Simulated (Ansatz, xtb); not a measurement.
**Relative energy of two isomers of C2H2FGaS**

We compare a, `[F][Ga]1[CH]=C[S]1`, a singlet, with b, `C#[C][Ga]([F])[SH]`, a singlet. Both are isolated molecules in the gas phase, relaxed with B3LYP/6-31G*; the shapes shown needn't be the lowest conformers.

a (Å):

```csv
atom,x (Å),y (Å),z (Å)
C,0.5791,2.4191,0.2302
C,1.1931,1.5861,1.0943
F,0.6261,0.8674,-2.9750
Ga,0.8447,1.2039,-1.2748
S,1.8269,0.0225,0.4402
H,0.1479,3.3862,0.4626
H,1.3420,1.7730,2.1583
```

b (Å):

| atom | x (Å) | y (Å) | z (Å) |
| --- | --- | --- | --- |
| C | 2.4201 | -1.0072 | -0.0926 |
| C | 1.9206 | -0.1810 | 0.6449 |
| F | 0.9840 | 2.7531 | 1.2732 |
| Ga | 1.1382 | 1.0884 | 1.8139 |
| S | 0.3790 | 0.6801 | 3.8417 |
| H | 2.8601 | -1.7294 | -0.7455 |
| H | 0.0045 | 1.9652 | 4.0318 |

Quicker runs give these differences E(b) − E(a): GFN2-xTB +50.10 kJ/mol; HF/STO-3G −22.49 kJ/mol (at GFN2-xTB geometries); r2SCAN-D4/def2-SVP +14.38 kJ/mol (at GFN2-xTB geometries).

Task: Estimate which is lower in electronic energy at CCSD(T)/def2-SVP + ΔMP2/def2-TZVPP, and by roughly how much.

Result: Too close to call at this level: CCSD(T)/def2-SVP + ΔMP2/def2-TZVPP gives E(b) − E(a) = −0.52 kJ/mol.

Level by level:

```json
{"level": "GFN2-xTB", "geometry": "GFN2-xTB", "E(b) − E(a) (kJ/mol)": "+50.10", "departure from the last row (kJ/mol)": "+50.62", "job, with rough time for the two": "optimisation, 0.36 s"}
{"level": "HF/STO-3G", "geometry": "GFN2-xTB", "E(b) − E(a) (kJ/mol)": "−22.49", "departure from the last row (kJ/mol)": "−21.97", "job, with rough time for the two": "single point, 1.7 s"}
{"level": "r2SCAN-D4/def2-SVP", "geometry": "GFN2-xTB", "E(b) − E(a) (kJ/mol)": "+14.38", "departure from the last row (kJ/mol)": "+14.89", "job, with rough time for the two": "single point, 9 s"}
{"level": "B3LYP/6-31G*", "geometry": "B3LYP/6-31G*", "E(b) − E(a) (kJ/mol)": "+17.93", "departure from the last row (kJ/mol)": "+18.45", "job, with rough time for the two": "optimisation, 92 s"}
{"level": "HF/def2-SVP", "geometry": "B3LYP/6-31G*", "E(b) − E(a) (kJ/mol)": "−34.47", "departure from the last row (kJ/mol)": "−33.95", "job, with rough time for the two": "part of the CCSD(T) run"}
{"level": "MP2/def2-SVP", "geometry": "B3LYP/6-31G*", "E(b) − E(a) (kJ/mol)": "−10.44", "departure from the last row (kJ/mol)": "−9.92", "job, with rough time for the two": "part of the CCSD(T) run"}
{"level": "CCSD(T)/def2-SVP", "geometry": "B3LYP/6-31G*", "E(b) − E(a) (kJ/mol)": "−8.88", "departure from the last row (kJ/mol)": "−8.36", "job, with rough time for the two": "single point"}
{"level": "CCSD(T)/def2-SVP + ΔMP2/def2-TZVPP", "geometry": "B3LYP/6-31G*", "E(b) − E(a) (kJ/mol)": "−0.52", "departure from the last row (kJ/mol)": "", "job, with rough time for the two": "single point, 70 s"}
```

As drawn, b has 1 C≡C, 1 S–H in place of 1 C=C, 1 C–S, 1 C–H. Structure a has a 4-membered ring, b no ring.

The largest departure from CCSD(T)/def2-SVP + ΔMP2/def2-TZVPP is that of GFN2-xTB, 50.62 kJ/mol. The last row adds to CCSD(T) the change of the MP2 difference between the two basis sets, here +8.36 kJ/mol.

With harmonic frequencies from B3LYP/6-31G* (ideal gas, rigid rotor, one conformer each, 298.15 K, 1 atm): on the last row, ΔE + ΔZPE = −12.20, ΔH = −8.68, ΔG = −16.40 kJ/mol.

The correlated steps freeze 17 core orbitals; the filled d shell of Ga is correlated, in a basis made for valence electrons. Programs: Ansatz 0.2.0, xtb 6.7.1; the last row on 1 thread of Intel(R) Xeon(R) Platinum 8259CL CPU @ 2.50GHz (Skylake/Cascade Lake) on a shared host.
